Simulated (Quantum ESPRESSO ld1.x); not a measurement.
The numbers below are computed, except where a source is named.
Pm I, configuration [Xe] 4f5 6p2 (not the ground configuration). Level of theory: scalar-relativistic Kohn-Sham, LDA (Slater exchange, Perdew-Wang correlation), spin-polarised, spherical densities, point nucleus; open shells are filled with parallel spins first (ld1.x of Quantum ESPRESSO 7.5).

Normalised radial functions P(r) = r R(r), r in bohr:

```
   r/bohr * 5p up, o 4f up, + 6p up (the largest magnitude, 0.942, reaches the edge; | marks zero, & curves that meet)
 0.004075                             &
 0.006586                             &*
  0.01064                             &*
   0.0172                             o+ *
   0.0278                             o+  *
  0.04492                             o +   *
  0.07259                             |&  *
   0.1173                          * +| o
   0.1911                    *      + |       o
   0.3089                             +*               o
   0.4991                             |   +        *             o
   0.8066                         *  +|                          o
    1.304    *                  +     |                  o
    2.107           *                 |+       o
    3.405                        *    |  o       +
    5.502                             *o           +
    8.892                             &     +
    14.37                             &+
```

5p up: eigenvalue -25.618 eV, 3 radial nodes at r = 0.100, 0.297, 0.752 bohr, <r> = 1.68 bohr, 90 % of the charge inside 2.47 bohr. 4f up: eigenvalue -5.572 eV, 0 radial nodes, <r> = 1.03 bohr, 90 % of the charge inside 1.81 bohr. 6p up: eigenvalue -2.522 eV, 4 radial nodes at r = 0.100, 0.296, 0.738, 2.06 bohr, <r> = 5.41 bohr, 90 % of the charge inside 7.94 bohr.
